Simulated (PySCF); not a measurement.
C₄H₅NSi, SMILES N#CC1=CC[SiH2]1. The structure is a stationary point at PBE-D3(BJ)/def2-SVP. This is a generated structure with no PubChem entry under its InChIKey; it may be hypothetical.

Problem. Give the equilibrium geometry at PBE-D3(BJ)/def2-SVP (PySCF confirms it by a frequency run) as Cartesian coordinates in Å, and its point group. (The exact figures need the calculation; the answer reports its results.)

Solution. point group Cs.
```xyz
11

N     -0.1482     3.0346     0.0000
C      0.0054     1.8680     0.0000
C      0.1301     0.4584     0.0000
C      1.2590    -0.3197     0.0000
C      0.8382    -1.7774     0.0000
Si    -0.9586    -1.0935     0.0000
H      2.3039     0.0470     0.0000
H      1.1685    -2.3438    -0.8967
H      1.1685    -2.3438     0.8967
H     -1.7893    -1.3347    -1.2292
H     -1.7893    -1.3347     1.2292
```
Charge 0, spin multiplicity 1.
